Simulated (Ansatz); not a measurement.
Ansatz (an electronic-structure program) input:

Ansatz 0.2 input:
```yaml
crystal:
  periodic: [false, false, false]
  atoms:
    - {symbol: Nb, position_ang: [-0.00000000, -0.00000000, -0.27558383]}
    - {symbol: O, position_ang: [0.00000000, 0.00000000, 1.41236713]}
basis:
  gaussian:
    orbitals: def2-TZVPD
hamiltonian:
  xc: {name: PBE0}
total_charge: -1
magnetization: {spin_polarized: true, initial_magnetization: 2}
```

Q: What final total energy does it print?

A: -132.14216 Eh (PBE0/def2-TZVPD). The basis has 80 functions.

This state (charge -1, triplet) is run at the relaxed geometry of the species with charge 0 and multiplicity 4.

The determinant is spin-contaminated: <S^2> is 2.16 against 2.00 for a pure state.
